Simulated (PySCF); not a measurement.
C3LiN.
Numbering: `[Li:1][C:2]#[C:3][C:4]#[N:5]`

Lines to be assigned: Li 1s: 65.18 eV; C 1s: 289.19 (area 1), 290.16 (area 1), 291.68 (area 1) eV; N 1s: 403.94 eV.

Method: PySCF 2.14.0, delta-SCF UKS SCAN, pcX-2 on the ionised atom, pcseg-1 elsewhere, spin-free X2C. Geometry: PBE0-D3(BJ)/def2-SVP; no solvent, vibrations or thermal averaging.

(1) Which carbon gives which C 1s line?

## Answers

(1) 289.19 eV: C2 (alkyne carbon); 290.16 eV: C3 (alkyne carbon); 291.68 eV: C4 (nitrile carbon). Lowest listed C 1s: C2, bonded to C (triple bond) and Li. Highest, 2.49 eV above it: C4, bonded to N (triple bond) and C. Summing the Pauling electronegativity differences to the bonded atoms, each weighted by its formal bond order, gives -1.57 for the lowest site and +1.47 for the highest; no listed site has a larger sum than the highest.

Bonded neighbours of each site: Li1: C; C2: C (triple bond) and Li; C3: C (triple bond) and C; C4: N (triple bond) and C; N5: C (triple bond).

Task: What is the C 1s shift of C2 against C3?

Result: 289.19 − 290.16 = -0.97 eV, or -94 kJ/mol.

The unrestricted hole states depart most from a pure doublet (⟨S²⟩ = 0.75; over 0.85 named) for C 1s of C2 (0.95), C 1s of C3 (0.87), C 1s of C4 (0.91) and N 1s of N5 (0.85), which makes these values less certain.

Hardware: one thread, x86-64 server, no GPU, shared host. Cost: 15 s of wall time.
